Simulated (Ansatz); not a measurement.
Total energies of `F[SiH2]N[Si](F)(Cl)Cl`.

```csv
atom,x (Å),y (Å),z (Å)
F1,-1.294,2.223,-0.468
Si2,-0.229,1.190,-1.056
N3,0.509,0.269,0.199
Si4,0.028,-1.213,0.863
F5,-1.441,-1.500,0.357
Cl6,1.187,-2.767,0.268
Cl7,0.044,-1.158,2.887
H8,0.823,1.991,-1.716
H9,-0.949,0.275,-1.962
H10,1.322,0.690,0.628
```

Charge 0, multiplicity 1. The geometry is a stationary point of PBE0-D4/def2-TZVP. It is one conformer, not always the lowest. Basis def2-TZVPP, Ansatz.

RPA on PBE orbitals: Hartree–Fock energy of these orbitals -1752.33987 Eh, correlation -2.07420 Eh (frozen core).

```tsv
functional	energy without D4 (Eh)	D4 term (kJ/mol)
LDA (SPW92)	-1749.10254	–
PBE	-1755.16730	-34.2
revPBE	-1755.70789	-91.4
BLYP	-1756.05383	-73.5
r2SCAN	-1755.88797	-8.4
B97M-V	-1755.64261	–
PBE0	-1755.30476	-29.4
B3LYP	-1756.17150	-55.6
r2SCANh	-1755.86896	-9.1
r2SCAN0	-1755.84207	-10.1
HSE06 (plane-wave form)	-1755.26583	-27.7
BHLYP	-1756.01143	-45.7
CAM-B3LYP	-1756.08500	-30.4
LC-ωPBE	-1755.53082	–
ωB97X-V	-1755.79585	–
ωB97M-V	-1755.96601	–
B2PLYP	-1755.46739	–
PBE-QIDH	-1754.94994	–
```

B3LYP takes the VWN-RPA correlation (the form of Gaussian; ORCA's B3LYP/G). HSE06 is the plane-wave form, built on full-range PBE exchange. The double hybrids freeze the cores in their second-order part.

LC-ωPBE has ω = 0.4 bohr⁻¹.
